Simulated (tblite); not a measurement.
A geometry optimisation, step by step.

Species: C₉H₁₀O.
Numbering: `[cH:1]1[cH:2][cH:3][c:4]([CH:5]2[CH2:6][O:7][CH2:8]2)[cH:9][cH:10]1` (hydrogens: H11 on C1; H12 on C2; H13 on C3; H14 on C5; H15, H16 on C6; H17, H18 on C8; H19 on C9; H20 on C10)

Computed with GFN2-xTB (tblite), gas phase: L-BFGS steps from a force-field or distance-geometry start until the largest atomic force falls under 0.01 eV/Å. 9 of its 52 geometries are shown.

Step 0: E = -772.3907 eV, largest atomic force 2.034 eV/Å
```
atom  x, y, z in Å  |  force x, y, z in eV/Å
C1      2.965   -0.409    0.017   -0.977   0.294  -0.095
C2      2.295    0.759   -0.383    0.227  -0.989   0.436
C3      0.913    0.812   -0.332   -1.016   0.258  -0.106
C4      0.115   -0.265    0.083   -0.268  -0.661   0.404
C5     -1.470   -0.219    0.147    1.988   0.259  -0.343
C6     -2.171    0.960    0.837   -0.322   0.184   0.106
O7     -3.051    1.163   -0.293    0.948  -0.467   0.198
C8     -2.243    0.267   -1.091   -0.702  -0.258  -0.062
C9      0.824   -1.435    0.481   -0.769   0.652  -0.204
C10     2.211   -1.503    0.450    0.089   0.401  -0.181
H11     4.038   -0.459   -0.012    0.108  -0.007   0.000
H12     2.868    1.613   -0.708   -0.059   0.046  -0.036
H13     0.413    1.741   -0.638    0.218  -0.383   0.117
H14    -1.877   -1.172    0.500    0.341   0.104  -0.022
H15    -2.720    0.709    1.749   -0.046   0.030  -0.067
H16    -1.562    1.854    1.036    0.027  -0.201  -0.167
H17    -1.682    0.817   -1.848    0.147  -0.027   0.075
H18    -2.862   -0.508   -1.582    0.203   0.334   0.103
H19     0.263   -2.301    0.825    0.092   0.196  -0.088
H20     2.725   -2.412    0.759   -0.232   0.235  -0.066
```

Step 6: E = -772.6003 eV, largest atomic force 0.291 eV/Å
```
atom  x, y, z in Å  |  force x, y, z in eV/Å
C1      2.921   -0.404    0.016   -0.019  -0.037   0.028
C2      2.258    0.743   -0.367   -0.046   0.096  -0.052
C3      0.877    0.812   -0.332   -0.063   0.068   0.000
C4      0.108   -0.265    0.092   -0.033   0.030  -0.017
C5     -1.397   -0.205    0.136    0.173  -0.123   0.029
C6     -2.134    0.946    0.845   -0.116   0.154  -0.086
O7     -2.995    1.132   -0.280    0.064   0.060  -0.043
C8     -2.215    0.250   -1.088   -0.117   0.109  -0.022
C9      0.791   -1.417    0.479   -0.089  -0.004   0.004
C10     2.173   -1.483    0.441   -0.063  -0.080   0.047
H11     3.999   -0.456   -0.012   -0.021   0.006  -0.005
H12     2.828    1.591   -0.701    0.060   0.231  -0.082
H13     0.403    1.729   -0.637   -0.138   0.105  -0.042
H14    -1.787   -1.152    0.493    0.030  -0.272   0.098
H15    -2.714    0.700    1.738    0.143  -0.066   0.054
H16    -1.541    1.847    1.026    0.126  -0.026   0.053
H17    -1.661    0.809   -1.846    0.132  -0.025  -0.034
H18    -2.849   -0.497   -1.575    0.134  -0.060   0.016
H19     0.250   -2.287    0.819   -0.141  -0.005   0.009
H20     2.678   -2.382    0.750   -0.016  -0.160   0.046
```

Step 13: E = -772.6379 eV, largest atomic force 0.105 eV/Å
```
atom  x, y, z in Å  |  force x, y, z in eV/Å
C1      2.887   -0.396    0.017    0.010  -0.001   0.004
C2      2.238    0.765   -0.374    0.022  -0.046   0.009
C3      0.856    0.834   -0.337    0.018   0.030   0.000
C4      0.105   -0.255    0.091   -0.002   0.005  -0.032
C5     -1.388   -0.221    0.139   -0.018  -0.013   0.040
C6     -2.113    0.942    0.842    0.006   0.034   0.027
O7     -2.958    1.153   -0.290   -0.004  -0.047   0.020
C8     -2.194    0.246   -1.087    0.020  -0.005  -0.024
C9      0.770   -1.413    0.480   -0.011   0.016   0.004
C10     2.150   -1.487    0.446   -0.007   0.036  -0.023
H11     3.965   -0.454   -0.012    0.004   0.028  -0.007
H12     2.813    1.618   -0.710   -0.043  -0.048   0.022
H13     0.360    1.743   -0.643   -0.014   0.005  -0.004
H14    -1.749   -1.182    0.503   -0.078  -0.046   0.009
H15    -2.672    0.687    1.745   -0.044   0.000  -0.020
H16    -1.495    1.822    1.035    0.098   0.006   0.032
H17    -1.613    0.785   -1.840    0.090  -0.015  -0.052
H18    -2.811   -0.511   -1.575   -0.043   0.015   0.008
H19     0.198   -2.267    0.813   -0.008  -0.019   0.008
H20     2.645   -2.399    0.753    0.005   0.066  -0.023
```

Step 19: E = -772.6435 eV, largest atomic force 0.097 eV/Å
```
atom  x, y, z in Å  |  force x, y, z in eV/Å
C1      2.884   -0.392    0.016   -0.031   0.035  -0.014
C2      2.230    0.766   -0.374    0.021  -0.012   0.006
C3      0.847    0.836   -0.338    0.015   0.005  -0.005
C4      0.098   -0.256    0.089    0.027  -0.019   0.006
C5     -1.394   -0.232    0.144   -0.044   0.019   0.011
C6     -2.105    0.942    0.845    0.008  -0.024   0.010
O7     -2.941    1.159   -0.293    0.042   0.085  -0.021
C8     -2.185    0.244   -1.087    0.005  -0.016   0.003
C9      0.765   -1.411    0.479    0.032  -0.020   0.007
C10     2.145   -1.482    0.444    0.054   0.008  -0.007
H11     3.964   -0.445   -0.014   -0.059   0.012   0.000
H12     2.806    1.618   -0.708   -0.052  -0.014   0.008
H13     0.352    1.746   -0.645   -0.001  -0.025   0.009
H14    -1.771   -1.191    0.506    0.035   0.010  -0.003
H15    -2.677    0.693    1.742   -0.009   0.026  -0.025
H16    -1.461    1.806    1.046   -0.026  -0.031  -0.010
H17    -1.582    0.763   -1.840   -0.010  -0.006   0.014
H18    -2.815   -0.504   -1.575   -0.026   0.017  -0.006
H19     0.190   -2.261    0.812    0.021  -0.045   0.014
H20     2.645   -2.389    0.750   -0.002  -0.005   0.003
```

Step 26: E = -772.6536 eV, largest atomic force 0.083 eV/Å
```
atom  x, y, z in Å  |  force x, y, z in eV/Å
C1      2.869   -0.378    0.011    0.032   0.015  -0.006
C2      2.201    0.770   -0.375   -0.029   0.031  -0.003
C3      0.821    0.822   -0.333   -0.058  -0.036   0.004
C4      0.086   -0.279    0.096   -0.050  -0.011   0.039
C5     -1.410   -0.255    0.155   -0.017   0.003  -0.035
C6     -2.089    0.945    0.843    0.052  -0.013  -0.018
O7     -2.858    1.237   -0.324   -0.010  -0.021   0.010
C8     -2.169    0.247   -1.089    0.028   0.017   0.008
C9      0.769   -1.427    0.484   -0.012  -0.011  -0.016
C10     2.150   -1.478    0.440    0.011   0.010   0.016
H11     3.946   -0.409   -0.023    0.079  -0.027   0.000
H12     2.756    1.633   -0.709    0.038   0.023  -0.013
H13     0.322    1.730   -0.640   -0.059  -0.027   0.015
H14    -1.786   -1.214    0.516   -0.002   0.049  -0.012
H15    -2.716    0.726    1.712    0.021  -0.008  -0.061
H16    -1.400    1.761    1.079   -0.020   0.029   0.071
H17    -1.523    0.708   -1.844   -0.032  -0.043  -0.050
H18    -2.854   -0.460   -1.568    0.037   0.036   0.050
H19     0.216   -2.291    0.823   -0.023   0.014  -0.004
H20     2.664   -2.377    0.744    0.014  -0.030   0.006
```

Step 32: E = -772.6601 eV, largest atomic force 0.055 eV/Å
```
atom  x, y, z in Å  |  force x, y, z in eV/Å
C1      2.865   -0.363    0.008   -0.021  -0.040   0.016
C2      2.178    0.776   -0.374    0.013   0.010  -0.009
C3      0.797    0.806   -0.328    0.010   0.007   0.012
C4      0.078   -0.302    0.106    0.005   0.023  -0.020
C5     -1.417   -0.265    0.157    0.030  -0.002   0.000
C6     -2.067    0.953    0.840   -0.015   0.011   0.003
O7     -2.782    1.296   -0.348    0.037   0.012  -0.022
C8     -2.152    0.255   -1.094    0.004  -0.007  -0.003
C9      0.775   -1.442    0.488   -0.027   0.002   0.011
C10     2.158   -1.472    0.440   -0.033  -0.020  -0.005
H11     3.945   -0.390   -0.029   -0.019   0.018  -0.003
H12     2.720    1.647   -0.712    0.020   0.017  -0.009
H13     0.270    1.699   -0.628    0.027   0.020  -0.010
H14    -1.807   -1.217    0.518   -0.023   0.009  -0.003
H15    -2.740    0.741    1.673   -0.020  -0.045   0.025
H16    -1.364    1.738    1.131    0.001   0.009   0.017
H17    -1.492    0.653   -1.870   -0.016  -0.006  -0.022
H18    -2.879   -0.423   -1.547   -0.011  -0.024   0.024
H19     0.230   -2.311    0.828    0.012  -0.001  -0.004
H20     2.681   -2.369    0.739    0.026   0.006   0.003
```

Step 38: E = -772.6623 eV, largest atomic force 0.039 eV/Å
```
atom  x, y, z in Å  |  force x, y, z in eV/Å
C1      2.860   -0.363    0.007    0.014   0.006   0.001
C2      2.176    0.779   -0.375    0.009  -0.015   0.001
C3      0.795    0.806   -0.326    0.019   0.014  -0.008
C4      0.077   -0.304    0.107    0.032   0.001  -0.013
C5     -1.416   -0.263    0.156    0.020  -0.007   0.015
C6     -2.064    0.955    0.841   -0.018   0.005  -0.012
O7     -2.753    1.316   -0.357   -0.014   0.026  -0.001
C8     -2.147    0.255   -1.096   -0.022   0.007   0.010
C9      0.773   -1.445    0.489    0.028   0.005  -0.001
C10     2.156   -1.474    0.439    0.016   0.017  -0.002
H11     3.940   -0.384   -0.031   -0.005  -0.013   0.003
H12     2.720    1.649   -0.714   -0.013  -0.026   0.010
H13     0.268    1.699   -0.628    0.004   0.012   0.000
H14    -1.816   -1.211    0.516    0.016  -0.034   0.007
H15    -2.751    0.729    1.660   -0.013   0.005  -0.018
H16    -1.363    1.735    1.155   -0.005  -0.020   0.015
H17    -1.495    0.634   -1.889    0.004  -0.016  -0.001
H18    -2.889   -0.421   -1.527   -0.022  -0.003   0.004
H19     0.232   -2.317    0.828   -0.013   0.022  -0.007
H20     2.690   -2.365    0.739   -0.037   0.012  -0.005
```

Step 45: E = -772.6658 eV, largest atomic force 0.049 eV/Å
```
atom  x, y, z in Å  |  force x, y, z in eV/Å
C1      2.865   -0.361    0.008   -0.007   0.018  -0.022
C2      2.179    0.779   -0.377    0.015   0.022   0.010
C3      0.798    0.813   -0.329    0.003   0.001  -0.011
C4      0.080   -0.297    0.101   -0.008   0.008   0.028
C5     -1.415   -0.266    0.157   -0.035   0.015  -0.003
C6     -2.064    0.954    0.839    0.009  -0.022   0.032
O7     -2.693    1.361   -0.376    0.031  -0.026   0.027
C8     -2.148    0.254   -1.094   -0.001  -0.011  -0.024
C9      0.775   -1.436    0.486   -0.004  -0.008  -0.010
C10     2.158   -1.470    0.440    0.014   0.006  -0.006
H11     3.944   -0.384   -0.031   -0.005  -0.007   0.007
H12     2.723    1.649   -0.715    0.025   0.012  -0.007
H13     0.276    1.710   -0.628   -0.004  -0.007  -0.004
H14    -1.802   -1.220    0.517    0.014   0.015   0.004
H15    -2.796    0.714    1.616   -0.010   0.013  -0.003
H16    -1.366    1.707    1.216   -0.008  -0.005  -0.017
H17    -1.504    0.576   -1.916    0.011  -0.001  -0.008
H18    -2.930   -0.407   -1.479   -0.021   0.006  -0.012
H19     0.230   -2.306    0.822   -0.014  -0.016   0.010
H20     2.685   -2.363    0.740   -0.005  -0.012   0.008
```

Step 51: E = -772.6663 eV, largest atomic force 0.007 eV/Å
```
atom  x, y, z in Å  |  force x, y, z in eV/Å
C1      2.863   -0.358    0.006   -0.002   0.002   0.001
C2      2.178    0.783   -0.377    0.001  -0.001  -0.001
C3      0.797    0.814   -0.329   -0.002   0.000   0.001
C4      0.079   -0.297    0.103   -0.005   0.001  -0.001
C5     -1.416   -0.269    0.158   -0.007  -0.001   0.001
C6     -2.062    0.952    0.841    0.003  -0.004   0.001
O7     -2.672    1.371   -0.380   -0.002   0.001  -0.002
C8     -2.146    0.253   -1.094    0.005  -0.005   0.002
C9      0.775   -1.437    0.485   -0.003   0.004   0.000
C10     2.158   -1.468    0.438    0.000   0.000   0.000
H11     3.942   -0.381   -0.031   -0.001  -0.001   0.000
H12     2.722    1.652   -0.716    0.004  -0.001   0.002
H13     0.271    1.709   -0.628    0.000  -0.002  -0.002
H14    -1.801   -1.223    0.519    0.002  -0.001   0.001
H15    -2.806    0.717    1.607    0.002   0.001  -0.002
H16    -1.361    1.698    1.227   -0.001   0.001   0.001
H17    -1.500    0.560   -1.921   -0.001   0.000   0.000
H18    -2.941   -0.397   -1.474    0.002   0.005  -0.001
H19     0.230   -2.307    0.823    0.002   0.000   0.001
H20     2.684   -2.361    0.740    0.005   0.000  -0.003
```

Problem. Summarise the path.

Solution. The energy falls by 0.2757 eV from step 0 to step 51; nine tenths of that is first reached at step 14. It falls at every step. The largest force goes from 2.034 to 0.007 eV/Å. Among the bonds C4–C5 changes most, from 1.587 to 1.497 Å; the atoms move by 0.175 Å rms after alignment.

What follows is the cost of the whole relaxation. The run took 0.41 s of wall time on an Arm Neoverse V1 with one thread, on a shared host.
